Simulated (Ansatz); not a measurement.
```yaml
crystal:
  periodic: [false, false, false]
  atoms:
    - {symbol: N, position_ang: [-0.733408, 2.471622, -2.244242]}
    - {symbol: Al, position_ang: [-0.148083, -0.341591, 0.368158]}
    - {symbol: N, position_ang: [3.088115, -2.481157, 0.371433]}
    - {symbol: S, position_ang: [-3.459985, -1.299499, 3.735676]}
    - {symbol: H, position_ang: [-2.638566, 3.562310, -2.522868]}
    - {symbol: H, position_ang: [0.773312, 3.180021, -3.703979]}
    - {symbol: H, position_ang: [3.622908, -3.925311, 1.961659]}
    - {symbol: H, position_ang: [4.644936, -2.461439, -1.201788]}
    - {symbol: H, position_ang: [-4.954311, 1.193407, 3.198109]}
basis:
  gaussian: {orbitals: "6-31++G**"}
hamiltonian: {xc: {name: PBE0-DH}, pseudopotentials: {relativity: scalar}}
output: {forces: true}
```

```sh
$ ansatz run in.yaml --threads 4 --pin off --events-out ev --progress --plain --max-ram 10444MiB
```

Output, abridged:

```
Functional definition: PBE0-DH
996 factors; integrals over basis functions are off by at most 4.3e-4 eV
mean field evaluation 1: about -20446.0435 eV, gradient 1.0e2 eV
mean field evaluation 2: about -20446.0825 eV, gradient 1.0e2 eV
mean field evaluation 4: about -20390.0491 eV, gradient 9.7e1 eV
mean field evaluation 8: about -20479.6357 eV, gradient 6.9e0 eV
mean field evaluation 16: about -20480.1440 eV, gradient 9.8e-1 eV
mean field evaluation 32: about -20480.1306 eV, gradient 1.0e0 eV
mean field evaluation 64: about -20479.5683 eV, gradient 1.1e1 eV
mean field evaluation 128: about -20471.0190 eV, gradient 7.9e0 eV
mean field evaluation 160: about -20480.1546 eV, gradient 7.0e-2 eV
mean field -20480.16233484 eV, -752.6320838527 hartree, gradient 2.6e-6 eV, S^2 0.000000; 8 other end points of the search recorded, 0 dependent functions left out; unrestricted orbitals would lower it
12 core orbitals not correlated: weight in the atoms' cores, before any rotation towards them, 1.000 or more for the frozen orbitals, at most 0.000 for the correlated occupied ones
reference -20480.16239941 eV, -752.6320862258 hartree; 12, 12 occupied and 90, 90 virtual orbitals, 996 factors
second order -48.19977328 eV of doubles, -0.00000000 eV of singles
Total energy: -20486.18737107 eV, -752.8534998504 hartree
Relativity: scalar
Atom 0 at    -0.733408     2.471622    -2.244242 Å, force    -0.590921     2.570938    -2.618283 eV/Å
Atom 1 at    -0.148083    -0.341591     0.368158 Å, force     0.184975     0.089551    -0.183964 eV/Å
Atom 2 at     3.088115    -2.481157     0.371433 Å, force     2.994638    -2.169770     0.033049 eV/Å
Atom 3 at    -3.459985    -1.299499     3.735676 Å, force    -0.782039     1.431284    -0.352711 eV/Å
Atom 4 at    -2.638566     3.562310    -2.522868 Å, force     5.310794    -2.011228    -0.279334 eV/Å
Atom 5 at     0.773312     3.180021    -3.703979 Å, force    -4.634565    -0.893758     3.177534 eV/Å
Atom 6 at     3.622908    -3.925311     1.961659 Å, force    -0.213080     3.348486    -4.629605 eV/Å
Atom 7 at     4.644936    -2.461439    -1.201788 Å, force    -3.157469    -0.937992     4.575542 eV/Å
Atom 8 at    -4.954311     1.193407     3.198109 Å, force     0.887667    -1.427511     0.277770 eV/Å
Dipole moment:     0.806296     0.092022    -0.850410 e Å
```

Task: What is wrong with this run?

Result: The geometry is stretched to more than twice its size. The run converged. The result belongs to that input, not to the molecule as meant.
